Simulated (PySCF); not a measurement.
## Working out the ionisation energy of Ge²⁺

Ge²⁺ [Ar] 3d10 4s2 (1S) → Ge³⁺ [Ar] 3d10 4s1 (2S). Calculation: PySCF 2.14, in ANO-RCC-VTZP (6s5p3d1f, 43 functions); the spin-free X2C one-electron Hamiltonian (Gaussian nucleus). Frozen: [Ne]. Energies in hartree (1 hartree = 27.21139 eV):

```
            part  Ge²⁺ (lower)  Ge³⁺ (upper)
             UHF  -2096.222310  -2095.037358
CCSD correlation     -0.573102     -0.517934
             (T)     -0.006234     -0.003725
```

**Question.** What does Hartree-Fock give?

**Answer.** (-2095.037358) − (-2096.222310) = 1.184952 hartree = 32.244 eV.

**Question.** What do CCSD and CCSD(T) give?

**Answer.** The CCSD correlation energies differ by 0.055168 hartree = 1.501 eV and the triples by 0.002509 hartree = 0.068 eV, so CCSD gives 33.745 eV and CCSD(T) 33.813 eV.

Measured between the centres of the two terms (NIST): 34.058 eV, so CCSD(T) (valence and next inner shell) is off by -0.245 eV.

What remains against the reference includes basis incompleteness, the frozen core and higher excitations.
